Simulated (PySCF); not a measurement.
H₄AlFO₂SSi (SMILES [OH][Al]([OH])[S][SiH2]F), singlet, at a GFN2-xTB geometry (such geometries of metal compounds can be far from the true shape), with bond 9-5 at 2.4 times its length; PySCF with CASSCF(4,3)/STO-3G.

Input for PySCF:
```python
from pyscf import gto, scf, mcscf
import numpy

mol = gto.Mole()
mol.atom = '''
    Si   -1.71571608   -0.87045772    0.31902771
    F    -1.56694497   -1.43722933   -1.17784573
    S    -0.73822654    1.02086306    0.52056645
    Al    1.32675186    0.48081556   -0.01554044
    O     2.40460638    1.69014903   -0.27241282
    O     1.60967936   -1.13783867   -0.10180998
    H    -1.17208276   -1.91506630    1.16417303
    H    -3.11893049   -0.55268156    0.47780506
    H     3.35898932    3.73026123   -0.53183355
    H     2.06084136   -1.95386984   -0.26050504
'''
mol.basis = 'sto-3g'
mol.verbose = 4
mol.build()

mf = scf.RHF(mol)
mf.kernel()
mc = mcscf.CASSCF(mf, 3, 4)
mc.fix_spin_(ss=0.0)
mc.kernel()
occ = numpy.linalg.eigvalsh(mc.fcisolver.make_rdm1(mc.ci, mc.ncas, mc.nelecas))[::-1]
ss = mc.fcisolver.spin_square(mc.ci, mc.ncas, mc.nelecas)[0]
print('natural occupations', occ.round(4), ' <S^2>', round(ss, 4))
```

Output, abridged:

```
PySCF version 2.14.0

[INPUT] verbose = 4
[INPUT] num. atoms = 10
[INPUT] num. electrons = 72
[INPUT] charge = 0
[INPUT] spin (= nelec alpha-beta = 2S) = 0
[INPUT] symmetry False subgroup None
[INPUT] Mole.unit = angstrom
[INPUT] Symbol           X                Y                Z      unit          X                Y                Z       unit  Magmom
[...]
nuclear repulsion = 434.581094312123
number of shells = 28
number of NR pGTOs = 138
number of NR cGTOs = 46
basis = sto-3g
ecp = {}

******** <class 'pyscf.scf.hf.RHF'> ********
method = RHF
initial guess = minao
damping factor = 0
level_shift factor = 0
DIIS = <class 'pyscf.scf.diis.CDIIS'>
diis_start_cycle = 1
diis_space = 8
diis_damp = 0
SCF conv_tol = 1e-09
SCF conv_tol_grad = None
SCF max_cycles = 50
direct_scf = True
direct_scf_tol = 1e-13
Set gradient conv threshold to 3.16228e-05
Initial guess from minao.
init E= -1165.21135869673
[...]
cycle= 1 E= -1165.11100731701  delta_E=  0.1  |g|= 0.78  |ddm|= 3.86
[...]
cycle= 2 E= -1164.87589951471  delta_E= 0.235  |g|= 1.09  |ddm|= 3.31
[...]
cycle= 3 E= -1165.55569411463  delta_E= -0.68  |g|= 0.203  |ddm|= 2.46
[...]
cycle= 4 E= -1165.57404220419  delta_E= -0.0183  |g|= 0.138  |ddm|= 0.575
[...]
cycle= 5 E= -1165.58307173747  delta_E= -0.00903  |g|= 0.0518  |ddm|= 0.188
[...]
cycle= 6 E= -1165.58569815821  delta_E= -0.00263  |g|= 0.0167  |ddm|= 0.168
[...]
cycle= 7 E= -1165.58630731937  delta_E= -0.000609  |g|= 0.0187  |ddm|= 0.0749
[...]
cycle= 8 E= -1165.58742037154  delta_E= -0.00111  |g|= 0.00909  |ddm|= 0.149
[...]
cycle= 9 E= -1165.5880457526  delta_E= -0.000625  |g|= 0.00555  |ddm|= 0.164
[...]
cycle= 10 E= -1165.58814059469  delta_E= -9.48e-05  |g|= 0.00559  |ddm|= 0.0492
[...]
cycle= 11 E= -1165.58821097786  delta_E= -7.04e-05  |g|= 0.00354  |ddm|= 0.0834
[...]
cycle= 12 E= -1165.58821805806  delta_E= -7.08e-06  |g|= 0.00205  |ddm|= 0.0139
[...]
cycle= 13 E= -1165.58822088768  delta_E= -2.83e-06  |g|= 0.000279  |ddm|= 0.00454
[...]
cycle= 14 E= -1165.58822113053  delta_E= -2.43e-07  |g|= 0.000271  |ddm|= 0.00139
[...]
cycle= 15 E= -1165.58822161437  delta_E= -4.84e-07  |g|= 0.000219  |ddm|= 0.00297
[...]
cycle= 16 E= -1165.58822261981  delta_E= -1.01e-06  |g|= 0.000275  |ddm|= 0.0104
[...]
cycle= 17 E= -1165.58822283092  delta_E= -2.11e-07  |g|= 3.03e-05  |ddm|= 0.00517
[...]
cycle= 18 E= -1165.58822283624  delta_E= -5.32e-09  |g|= 1.03e-05  |ddm|= 0.00084
[...]
cycle= 19 E= -1165.58822283658  delta_E= -3.43e-10  |g|= 7.56e-06  |ddm|= 0.000135
[...]
Extra cycle  E= -1165.58822283669  delta_E= -1.1e-10  |g|= 6.6e-06  |ddm|= 2.44e-05
converged SCF energy = -1165.58822283669

******** <class 'pyscf.mcscf.mc1step.CASSCF'> ********
CAS (2e+2e, 3o), ncore = 34, nvir = 9
max_cycle_macro = 50
max_cycle_micro = 4
conv_tol = 1e-07
conv_tol_grad = None
orbital rotation max_stepsize = 0.02
orbital rotation threshold for CI restart = 0.01
augmented hessian ah_max_cycle = 30
augmented hessian ah_conv_tol = 1e-12
augmented hessian ah_linear dependence = 1e-14
augmented hessian ah_level shift = 1e-08
augmented hessian ah_start_tol = 2.5
augmented hessian ah_start_cycle = 3
augmented hessian ah_grad_trust_region = 3
kf_trust_region = 3
kf_interval = 4
ci_response_space = 4
ci_grad_trust_region = 3
with_dep4 0
natorb = False
canonicalization = True
sorting_mo_energy = False
ao2mo_level = 2
internal_rotation = False
******** <class 'pyscf.fci.addons.SpinPenaltyFCISolver'> ********
max. cycles = 50
conv_tol = 1e-08
davidson only = True
linear dependence = 1e-12
level shift = 0.001
max iter space = 12
nroots = 1
pspace_size = 400
spin = None
CASCI E = -1165.78488690386  S^2 = 0.0000000
Set conv_tol_grad to 0.000316228
macro iter   1 ( 21 JK    4 micro), CASSCF E = -1165.82919655703  dE = -4.43096532e-02  S^2 = 0.0000000
               |grad[o]|=0.129  |grad[c]|=0.0337  |ddm|=0.236  |maxRot[o]|=0.186
macro iter   2 ( 12 JK    3 micro), CASSCF E = -1165.83317319781  dE = -3.97664078e-03  S^2 = 0.0000000
[...]
               |grad[o]|=0.000419  |grad[c]|=5.4e-07  |ddm|=    0  |maxRot[o]|=    0
macro iter  32 (  1 JK    1 micro), CASSCF E = -1165.83382739044  dE =  0.00000000e+00  S^2 = 0.0000000
               |grad[o]|=0.000419  |grad[c]|=5.4e-07  |ddm|=    0  |maxRot[o]|=    0
macro iter  33 (  1 JK    1 micro), CASSCF E = -1165.83382739044  dE =  0.00000000e+00  S^2 = 0.0000000
               |grad[o]|=0.000419  |grad[c]|=5.4e-07  |ddm|=    0  |maxRot[o]|=    0
macro iter  34 (  1 JK    1 micro), CASSCF E = -1165.83382739044  dE =  0.00000000e+00  S^2 = 0.0000000
               |grad[o]|=0.000419  |grad[c]|=5.4e-07  |ddm|=    0  |maxRot[o]|=    0
macro iter  35 (  1 JK    1 micro), CASSCF E = -1165.83382739044  dE =  0.00000000e+00  S^2 = 0.0000000
               |grad[o]|=0.000419  |grad[c]|=5.4e-07  |ddm|=    0  |maxRot[o]|=    0
macro iter  36 (  1 JK    1 micro), CASSCF E = -1165.83382739044  dE =  0.00000000e+00  S^2 = 0.0000000
               |grad[o]|=0.000419  |grad[c]|=5.4e-07  |ddm|=    0  |maxRot[o]|=    0
macro iter  37 (  1 JK    1 micro), CASSCF E = -1165.83382739044  dE =  0.00000000e+00  S^2 = 0.0000000
               |grad[o]|=0.000419  |grad[c]|=5.4e-07  |ddm|=    0  |maxRot[o]|=    0
macro iter  38 (  1 JK    1 micro), CASSCF E = -1165.83382739044  dE =  0.00000000e+00  S^2 = 0.0000000
               |grad[o]|=0.000419  |grad[c]|=5.4e-07  |ddm|=    0  |maxRot[o]|=    0
macro iter  39 (  1 JK    1 micro), CASSCF E = -1165.83382739044  dE =  0.00000000e+00  S^2 = 0.0000000
               |grad[o]|=0.000419  |grad[c]|=5.4e-07  |ddm|=    0  |maxRot[o]|=    0
macro iter  40 (  1 JK    1 micro), CASSCF E = -1165.83382739044  dE =  0.00000000e+00  S^2 = 0.0000000
               |grad[o]|=0.000419  |grad[c]|=5.4e-07  |ddm|=    0  |maxRot[o]|=    0
macro iter  41 (  1 JK    1 micro), CASSCF E = -1165.83382739044  dE =  0.00000000e+00  S^2 = 0.0000000
               |grad[o]|=0.000419  |grad[c]|=5.4e-07  |ddm|=    0  |maxRot[o]|=    0
macro iter  42 (  1 JK    1 micro), CASSCF E = -1165.83382739044  dE =  0.00000000e+00  S^2 = 0.0000000
               |grad[o]|=0.000419  |grad[c]|=5.4e-07  |ddm|=    0  |maxRot[o]|=    0
macro iter  43 (  1 JK    1 micro), CASSCF E = -1165.83382739044  dE =  0.00000000e+00  S^2 = 0.0000000
               |grad[o]|=0.000419  |grad[c]|=5.4e-07  |ddm|=    0  |maxRot[o]|=    0
macro iter  44 (  1 JK    1 micro), CASSCF E = -1165.83382739044  dE =  0.00000000e+00  S^2 = 0.0000000
               |grad[o]|=0.000419  |grad[c]|=5.4e-07  |ddm|=    0  |maxRot[o]|=    0
macro iter  45 (  1 JK    1 micro), CASSCF E = -1165.83382739044  dE =  0.00000000e+00  S^2 = 0.0000000
               |grad[o]|=0.000419  |grad[c]|=5.4e-07  |ddm|=    0  |maxRot[o]|=    0
macro iter  46 (  1 JK    1 micro), CASSCF E = -1165.83382739044  dE =  0.00000000e+00  S^2 = 0.0000000
               |grad[o]|=0.000419  |grad[c]|=5.4e-07  |ddm|=    0  |maxRot[o]|=    0
macro iter  47 (  1 JK    1 micro), CASSCF E = -1165.83382739044  dE =  0.00000000e+00  S^2 = 0.0000000
               |grad[o]|=0.000419  |grad[c]|=5.4e-07  |ddm|=    0  |maxRot[o]|=    0
macro iter  48 (  1 JK    1 micro), CASSCF E = -1165.83382739044  dE =  0.00000000e+00  S^2 = 0.0000000
               |grad[o]|=0.000419  |grad[c]|=5.4e-07  |ddm|=    0  |maxRot[o]|=    0
macro iter  49 (  1 JK    1 micro), CASSCF E = -1165.83382739044  dE =  0.00000000e+00  S^2 = 0.0000000
               |grad[o]|=0.000419  |grad[c]|=5.4e-07  |ddm|=    0  |maxRot[o]|=    0
macro iter  50 (  1 JK    1 micro), CASSCF E = -1165.83382739044  dE =  0.00000000e+00  S^2 = 0.0000000
               |grad[o]|=0.000419  |grad[c]|=5.4e-07  |ddm|=    0  |maxRot[o]|=    0
1-step CASSCF not converged,  50 macro (312 JK  76 micro) steps
CASSCF canonicalization
Density matrix diagonal elements [1.99947696 1.08091014 0.91961291]
CASSCF energy = -1165.83382739044
CASCI E = -1165.83382739044  E(CI) = -18.7973358153549  S^2 = 0.0000000
natural occupations [2.     1.0816 0.9184]  <S^2> 0.0
```

Convergence was not reached.
